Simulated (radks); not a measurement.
Values are calculated unless marked as measured or tabulated.
Isoelectronic series with 19 electrons, all held in the configuration [Ar] 4s1, which need not be the ground one along the series. Code: a radial shooting solver on a logarithmic mesh with Libxc functionals. Model: Dirac Kohn-Sham, LDA (Slater exchange, Perdew-Wang correlation), spin-unpolarised, spherical densities, finite nucleus; Fermi nuclear charge, rms radius of each element as measured or else 0.836 A^(1/3) + 0.57 fm. Total energies (hartree) and orbital eigenvalues (eV):

ion	E (hartree)	4s1/2	3p3/2	3p1/2	3s1/2
K	-600.56100	-2.4277	-18.7467	-19.0179	-35.1783
Sc2+	-761.46355	-18.2565	-54.5522	-55.0962	-76.2078
V4+	-942.79837	-42.4747	-104.1586	-105.1257	-131.2903
Mn6+	-1144.61037	-74.2229	-166.6103	-168.1951	-199.4760
Co8+	-1366.99233	-113.2525	-241.6096	-244.0568	-280.5075
Cu10+	-1610.06295	-159.4647	-329.0218	-332.6331	-374.3049
Ga12+	-1873.96073	-212.8228	-428.7804	-433.9210	-480.8664
As14+	-2158.84187	-273.3227	-540.8541	-547.9594	-600.2338
Br16+	-2464.87932	-340.9800	-665.2321	-674.8154	-732.4776
Rb18+	-2792.26246	-415.8241	-801.9172	-814.5771	-877.6902
Nb22+	-3511.90588	-587.2409	-1112.264	-1133.255	-1207.478
Tc24+	-3904.63010	-683.9185	-1285.969	-1312.429	-1392.319
Rh26+	-4319.62994	-787.9913	-1472.068	-1505.022	-1590.663
Ag28+	-4757.18645	-899.5300	-1670.593	-1711.198	-1802.680
In30+	-5217.59830	-1018.612	-1881.583	-1931.138	-2028.556
Sb32+	-5701.18928	-1145.321	-2105.079	-2165.038	-2268.491
I34+	-6208.30487	-1279.749	-2341.126	-2413.108	-2522.705
Cs36+	-6739.3184	-1421.996	-2589.770	-2675.577	-2791.433
La38+	-7294.6273	-1572.168	-2851.064	-2952.692	-3074.929
